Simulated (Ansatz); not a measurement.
Ansatz (an electronic-structure program) input (RI-MP2/def2-QZVPP):
A basis named .json is the Basis Set Exchange file of that set.

Ansatz 0.2 input:
```yaml
crystal:
  periodic: [false, false, false]
  atoms:
    - {symbol: C, position_ang: [-1.67323436, -0.00554951, -0.04317373]}
    - {symbol: I, position_ang: [0.27297455, 0.00090536, 0.00704344]}
    - {symbol: H, position_ang: [-2.21653840, 0.93356701, -0.08444468]}
    - {symbol: H, position_ang: [-2.21170666, -0.94825390, -0.02981539]}
basis:
  gaussian:
    orbitals: def2-QZVPP.json
    fitting: {mean_field: def2-universal-jkfit, correlation: def2-QZVPP-RIFIT.json}
total_charge: 1
magnetization: {spin_polarized: false}
correlation: {method: mp2, electrons: outside_noble_gas}
```

End of the output:

```
integrals: 0.14 GiB planned
329 factors; integrals over basis functions are off by at most 1.6e0 eV
mean field: 0.37 GiB planned
mean field evaluation 1: about -9123.7259 eV, gradient 2.6e1 eV
mean field evaluation 2: about -9124.5342 eV, gradient 2.1e1 eV
mean field evaluation 4: about -9125.4988 eV, gradient 1.5e0 eV
mean field evaluation 8: about -9125.5274 eV, gradient 1.1e-4 eV
mean field evaluation 16: about -9118.2570 eV, gradient 5.9e0 eV
mean field evaluation 32: about -9125.5263 eV, gradient 5.3e-1 eV
mean field -9125.52742640 eV, -335.3569474155 hartree, gradient 1.3e-6 eV, S^2 0.000000; 5 other end points of the search recorded, 0 dependent functions left out; unrestricted orbitals would lower it
10 core orbitals not correlated
529 factors; their error is unknown
reference -9125.52742640 eV, -335.3569474155 hartree; 6, 6 occupied and 183, 183 virtual orbitals, 529 factors
second order -8.54322050 eV of doubles, -0.00000000 eV of singles
Total energy: -9134.07064690 eV, -335.6709049782 hartree
```
